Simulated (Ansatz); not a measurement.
Ansatz (a program for electronic structure) input (B3LYP-D3(BJ)/def2-TZVP):

Ansatz 0.2 input:
```yaml
crystal:
  periodic: [false, false, false]
  atoms:
    - {symbol: Zn, position_ang: [-0.33633296, -0.31685854, -0.43001165]}
    - {symbol: Cl, position_ang: [1.70736839, 0.63245292, -0.98389702]}
    - {symbol: Cl, position_ang: [-1.11383964, -0.07329080, 1.74274111]}
basis:
  gaussian:
    orbitals: def2-TZVP
hamiltonian:
  xc: b3lyp
  dispersion: d3bj
total_charge: -1
magnetization: {spin_polarized: true, initial_magnetization: 1}
phonons: {temperatures: {t_min: 298.15, t_max: 298.15, t_step: 100}}
```

Output:

```
Functional definition: B3LYP
integrals: 0.07 GiB planned
922 factors; integrals over basis functions are off by at most 1.7e-4 eV
mean field: 0.88 GiB planned
mean field evaluation 1: about -73471.0807 eV, gradient 2.4e1 eV
mean field evaluation 2: about -73468.9881 eV, gradient 4.9e1 eV
mean field evaluation 4: about -73472.2312 eV, gradient 9.0e-1 eV
mean field evaluation 8: about -73472.3001 eV, gradient 8.3e-2 eV
mean field evaluation 16: about -73472.3001 eV, gradient 1.7e-5 eV
mean field -73472.30009838 eV, -2700.0572273018 hartree, gradient 1.7e-5 eV, S^2 0.751560; 0 other end points of the search recorded, 0 dependent functions left out
the calculation of the forces begins
reference -73472.30031435 eV, -2700.0572352386 hartree; 33, 32 occupied and 89, 90 virtual orbitals, 922 factors
these checks for a lower state are left out or cut short: stability, starts, cluster_reference, orbital_swaps, neighbouring_geometries, increment
integrals: 0.07 GiB planned
922 factors; integrals over basis functions are off by at most 1.7e-4 eV
mean field: 0.88 GiB planned
mean field -73472.30007964 eV, -2700.0572266132 hartree, gradient 2.3e-6 eV, S^2 0.751558; 0 other end points of the search recorded, 0 dependent functions left out
the calculation of the forces begins
reference -73472.30029562 eV, -2700.0572345501 hartree; 33, 32 occupied and 89, 90 virtual orbitals, 922 factors
these checks for a lower state are left out or cut short: stability, starts, cluster_reference, orbital_swaps, neighbouring_geometries, increment
integrals: 0.07 GiB planned
922 factors; integrals over basis functions are off by at most 1.7e-4 eV
mean field: 0.88 GiB planned
mean field -73472.30009077 eV, -2700.0572270220 hartree, gradient 2.2e-6 eV, S^2 0.751561; 0 other end points of the search recorded, 0 dependent functions left out
the calculation of the forces begins
reference -73472.30030673 eV, -2700.0572349586 hartree; 33, 32 occupied and 89, 90 virtual orbitals, 922 factors
these checks for a lower state are left out or cut short: stability, starts, cluster_reference, orbital_swaps, neighbouring_geometries, increment
integrals: 0.07 GiB planned
922 factors; integrals over basis functions are off by at most 1.7e-4 eV
mean field: 0.88 GiB planned
mean field evaluation 32: about -73472.2342 eV, gradient 2.5e-1 eV
mean field -73472.30013302 eV, -2700.0572285747 hartree, gradient 1.9e-6 eV, S^2 0.751562; 0 other end points of the search recorded, 0 dependent functions left out
the calculation of the forces begins
reference -73472.30034901 eV, -2700.0572365123 hartree; 33, 32 occupied and 89, 90 virtual orbitals, 922 factors
these checks for a lower state are left out or cut short: stability, starts, cluster_reference, orbital_swaps, neighbouring_geometries, increment
integrals: 0.07 GiB planned
922 factors; integrals over basis functions are off by at most 1.7e-4 eV
mean field: 0.88 GiB planned
mean field -73472.30002837 eV, -2700.0572247289 hartree, gradient 1.9e-6 eV, S^2 0.751557; 0 other end points of the search recorded, 0 dependent functions left out
the calculation of the forces begins
reference -73472.30024431 eV, -2700.0572326648 hartree; 33, 32 occupied and 89, 90 virtual orbitals, 922 factors
these checks for a lower state are left out or cut short: stability, starts, cluster_reference, orbital_swaps, neighbouring_geometries, increment
integrals: 0.07 GiB planned
922 factors; integrals over basis functions are off by at most 1.7e-4 eV
mean field: 0.88 GiB planned
mean field -73472.30012967 eV, -2700.0572284515 hartree, gradient 2.0e-6 eV, S^2 0.751560; 0 other end points of the search recorded, 0 dependent functions left out
the calculation of the forces begins
reference -73472.30034566 eV, -2700.0572363890 hartree; 33, 32 occupied and 89, 90 virtual orbitals, 922 factors
these checks for a lower state are left out or cut short: stability, starts, cluster_reference, orbital_swaps, neighbouring_geometries, increment
integrals: 0.07 GiB planned
922 factors; integrals over basis functions are off by at most 1.7e-4 eV
mean field: 0.88 GiB planned
mean field -73472.30006507 eV, -2700.0572260776 hartree, gradient 2.1e-6 eV, S^2 0.751559; 0 other end points of the search recorded, 0 dependent functions left out
the calculation of the forces begins
reference -73472.30028102 eV, -2700.0572340135 hartree; 33, 32 occupied and 89, 90 virtual orbitals, 922 factors
Total energy: -73472.43296088 eV, -2700.0621099088 hartree
Atom 0 at    -0.336333    -0.316859    -0.430012 Å, force    -0.000004    -0.000004    -0.000005 eV/Å
Atom 1 at     1.707368     0.632453    -0.983897 Å, force     0.000377     0.000096    -0.000360 eV/Å
Atom 2 at    -1.113840    -0.073291     1.742741 Å, force    -0.000373    -0.000092     0.000365 eV/Å
Dipole moment:    -0.138178    -0.130177    -0.176665 e Å
Vibrations: 88.95 254.91 277.01 cm⁻¹, zero-point energy 0.038490 eV
```

The spin state was set by rule; other spins were not relaxed.
